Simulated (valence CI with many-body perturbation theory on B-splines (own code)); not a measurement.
Values are calculated unless marked as measured or tabulated.
**Energy levels of Hf I**

Method: valence CI with perturbative core correlation (CI+MBPT): four valence electrons over a frozen Dirac-Fock core [Xe] 4f14, a basis of 7 s, 7 p, 8 d, 6 f, 4 g, 1 h functions for each j, with the one-electron correlation potential Σ1 (screened to all orders), the two-electron term Σ2, the three-electron term Σ3, Breit, model QED; selected single and double excitations, second order for the rest, scaled by the run's own slope (own B-spline code, finite nucleus).

Set against measurement, 28 paired levels are off by 252 cm⁻¹ on average, the worst by 727. These come from a selection out of the NIST Handbook of Basic Atomic Spectroscopic Data. Levels without a partner in it may be off by more, other configurations by 1,000 to 4,000 cm⁻¹. Among the levels kept, up to 870 cm⁻¹ of a level comes from second order outside the variational space, and about a tenth of that is noise between levels of different J, which matters for small intervals.

Levels 91 to 135 of 222, with energies above the lowest level, 5d2 6s2 3F_2. "Leading %" is the weight of the configuration and term that name the level; weights of strongly mixed levels are sums over their largest components and can fall short. In the jj column 3d3/2^4 stands for four electrons in 3d with j = 3/2.

```csv
No.,Configuration,Term,J,E (eV),Leading %,Second component,Leading jj
91,5d2 6s 6p,3D°,1,4.069,58,7 % 5d2 6s 6p 5P°,5d3/2 5d5/2 6s 6p3/2 (27 %)
92,5d2 6s 6p,5P°,3,4.073,55,14 % 5d2 6s 6p 3D°,5d3/2 5d5/2 6s 6p3/2 (63 %)
93,5d2 6s 6p,3D°,2,4.076,16,15 % 5d2 6s 6p 3P°,5d5/2^2 6s 6p1/2 (38 %)
94,5d2 6s 6p,3F°,2,4.126,51,8 % 5d2 6s 6p 1D°,5d5/2^2 6s 6p1/2 (34 %)
95,5d2 6s 6p,3F°,2,4.170,38,17 % 5d2 6s 6p 3P°,5d5/2^2 6s 6p1/2 (22 %)
96,5d2 6s 6p,3F°,3,4.174,46,11 % 5d2 6s 6p 3G°,5d5/2^2 6s 6p1/2 (27 %)
97,5d2 6s 6p,3H°,4,4.175,28,14 % 5d2 6s 6p 1G°,5d3/2 5d5/2 6s 6p1/2 (36 %)
98,5d3 6s,1F,3,4.183,65,9 % 5d3 6s 3D,5d3/2 5d5/2^2 6s (46 %)
99,5d2 6s 6p,3D°,1,4.235,32,18 % 5d3 6p 3D°,5d5/2^2 6s 6p1/2 (18 %)
100,5d2 6s 6p,3G°,4,4.281,36,34 % 5d2 6s 6p 3H°,5d3/2 5d5/2 6s 6p1/2 (38 %)
101,5d2 6s 6p,3G°,3,4.281,32,28 % 5d2 6s 6p 1F°,5d3/2 5d5/2 6s 6p3/2 (37 %)
102,5d2 6s 6p,3D°,2,4.287,47,11 % 5d2 6s 6p 3P°,5d3/2 5d5/2 6s 6p3/2 (47 %)
103,5d2 6s 6p,3P°,1,4.331,40,15 % 5d2 6s 6p 3D°,5d5/2^2 6s 6p3/2 (30 %)
104,5d2 6s 6p,3G°,3,4.351,43,9 % 5d2 6s 6p 3F°,5d3/2 5d5/2 6s 6p3/2 (29 %)
105,5d 6s2 7s,3D,1,4.367,49,26 % 5d3 6s 3D,5d3/2 6s^2 7s (49 %)
106,5d 6s2 7s,3D,2,4.382,34,23 % 5d3 6s 3D,5d3/2 6s^2 7s (48 %)
107,5d2 6s 6p,3P°,0,4.391,70,7 % 5d 6s2 6p 3P°,5d5/2^2 6s 6p3/2 (56 %)
108,5d2 6s 6p,3G°,5,4.407,62,21 % 5d2 6s 6p 3H°,5d5/2^2 6s 6p1/2 (35 %)
109,5d2 6s 6p,3G°,4,4.427,34,12 % 5d2 6s 6p 3H°,5d5/2^2 6s 6p1/2 (42 %)
110,5d2 6s 6p,3F°,3,4.431,34,9 % 5d2 6s 6p 3G°,5d5/2^2 6s 6p1/2 (24 %)
111,5d2 6s 6p,3D°,2,4.479,40,23 % 5d3 6p 3D°,5d3/2 5d5/2 6s 6p3/2 (38 %)
112,5d2 6s 6p,3H°,5,4.481,56,30 % 5d2 6s 6p 3G°,5d3/2 5d5/2 6s 6p3/2 (71 %)
113,5d2 6s 6p,3D°,3,4.497,47,13 % 5d2 6s 6p 5P°,5d5/2^2 6s 6p3/2 (56 %)
114,5d3 6s,3D,3,4.501,52,10 % 5d 6s2 7s 3D,5d5/2^3 6s (30 %)
115,5d2 6s 6p,3G°,4,4.524,50,17 % 5d2 6s 6p 1G°,5d3/2 5d5/2 6s 6p3/2 (56 %)
116,5d2 6s 6p,3D°,1,4.539,67,10 % 5d3 6p 3D°,5d3/2 5d5/2 6s 6p3/2 (26 %)
117,5d2 6s 6p,3F°,4,4.571,43,10 % 5d2 6s 6p 3G°,5d5/2^2 6s 6p3/2 (50 %)
118,5d3 6s,3D,2,4.582,36,20 % 5d 6s2 7s 1D,5d5/2^3 6s (24 %)
119,5d2 6s 6p,3H°,6,4.594,86,7 % 5d3 6p 3H°,5d3/2 5d5/2 6s 6p3/2 (62 %)
120,5d3 6s,3D,1,4.618,42,19 % 5d 6s2 7s 3D,5d3/2 5d5/2^2 6s (36 %)
121,5d2 6s 6p,3P°,0,4.625,55,28 % 5d3 6p 3P°,5d3/2 5d5/2 6s 6p3/2 (26 %)
122,5d4,5D,0,4.631,60,8 % 5d4 3P,5d3/2^4 (34 %)
123,5d2 6s 6p,3P°,1,4.672,51,27 % 5d3 6p 3P°,5d3/2 5d5/2 6s 6p3/2 (25 %)
124,5d2 6s 6p,3D°,3,4.682,40,24 % 5d3 6p 3D°,5d3/2 5d5/2 6s 6p3/2 (26 %)
125,5d2 6s 6p,3D°,2,4.698,62,10 % 5d3 6p 3D°,5d3/2 5d5/2 6s 6p3/2 (38 %)
126,5d4,5D,1,4.703,71,5 % 5d2 6p2 5D,5d3/2^3 5d5/2 (53 %)
127,5d3 6s,1D,2,4.739,22,21 % 5d 6s2 7s 3D,5d3/2 5d5/2^2 6s (23 %)
128,5d2 6s 6p,3F°,4,4.757,39,27 % 5d2 6s 6p 1G°,5d5/2^2 6s 6p3/2 (54 %)
129,5d2 6s 6p,3G°,5,4.776,72,4 % 5d2 6s 6p 1H°,5d5/2^2 6s 6p3/2 (36 %)
130,5d4,5D,2,4.787,76,5 % 5d2 6p2 5D,5d3/2^2 5d5/2^2 (51 %)
131,5d2 6s 6p,3D°,3,4.801,59,11 % 5d3 6p 3D°,5d3/2 5d5/2 6s 6p3/2 (39 %)
132,5d3 6p,5G°,2,4.810,86,,5d3/2^2 5d5/2 6p1/2 (31 %)
133,5d2 6s 6p,3P°,2,4.834,36,26 % 5d3 6p 3P°,5d3/2 5d5/2 6s 6p3/2 (27 %)
134,5d2 6s 7s,5F,1,4.837,81,7 % 5d 6s 6p2 5F,5d3/2^2 6s 7s (60 %)
135,5d 6s2 7s,3D,3,4.862,38,18 % 5d2 6s 7s 5F,5d5/2 6s^2 7s (38 %)
```

Names give the largest LS component (configuration and term), which can be under half, so a name can repeat, a term be missing and a line seem to break the LS rules; names also repeat where a configuration has a term twice.

Where two levels of one J and parity lie close, their mixing, g and order are uncertain.
